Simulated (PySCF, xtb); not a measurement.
C₄H₉KO, SMILES CC([O][K])(C)C.

Harmonic wavenumbers (cm⁻¹) from GFN2-xTB in xtb at its own minimum, in rising order: 42, 61, 163, 208, 233, 239, 336, 348, 429, 474, 490, 770, 894, 899, 929, 993, 1004, 1007, 1168, 1184, 1217, 1359, 1361, 1388, 1470, 1482, 1482, 1489, 1496, 1508, 2886, 2903, 3006, 3007, 3016, 3018, 3021, 3044, 3049.

Question: What does PBE-D3(BJ)/def2-SVP (PySCF) give at its own minimum? (The exact figures need the calculation; the answer reports its results.)

Answer: 73, 73, 231, 263, 282, 282, 331, 331, 456, 470, 470, 737, 844, 845, 892, 984, 984, 1010, 1181, 1181, 1214, 1298, 1298, 1322, 1384, 1395, 1395, 1409, 1409, 1427, 2937, 2937, 2947, 3028, 3028, 3038, 3038, 3044, 3044. Paired by order, the mean absolute difference is 38 cm⁻¹ and the zero-point energies are 75.9 and 75.1 kcal/mol.
